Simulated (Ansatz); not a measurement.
Program: Ansatz. Geometries: PBE0-D4/def2-TZVP. ΔE: electronic, gas phase. CCSD(T)/CBS adds triple-zeta CCSD(T) − MP2 to the extrapolated MP2 energy (def2 sets, frozen cores). DFT in def2-TZVPP. B3LYP here is the variant with VWN-RPA as its local correlation; programs differ in this. One conformer a species, not always the lowest.

`CB(N)[SiH2][SiH3]` + `O[SiH2]S` → `O[SiH2]S[SiH2][SiH3]` + `CBN`  (cleavage of the Si–B bond)

| level | ΔE (kcal/mol) | difference from CCSD(T)/CBS |
| --- | --- | --- |
| PBE-D4 | -15.0 | 2.2 |
| B3LYP-D4 | -16.8 | 0.4 |
| ωB97M-V | -17.3 | -0.1 |
| B2PLYP | -16.7 | 0.5 |
| PBE | -14.3 | 2.9 |
| HF/def2-TZVPP | -18.3 | -1.1 |
| SCS-MP2/def2-TZVPP | -17.8 | -0.6 |
| CCSD/def2-TZVPP | -16.0 | 1.2 |
| CCSD(T)/def2-TZVPP | -16.0 | 1.2 |
| MP2/def2-QZVPP | -19.0 | -1.8 |
| CCSD(T)/CBS | -17.2 | 0 |

Largest T1 diagnostic among the species: 0.013.

From PBE to PBE0 (25 % exact exchange), in def2-TZVPP and without D4, ΔE moves by −1.1 kcal/mol. The D4 term adds −1.2 kcal/mol with B3LYP and −0.6 kcal/mol with PBE0; it sums over pairs of atoms, weighted by their polarisabilities, and B3LYP, whose exchange is more repulsive, gets the larger term.
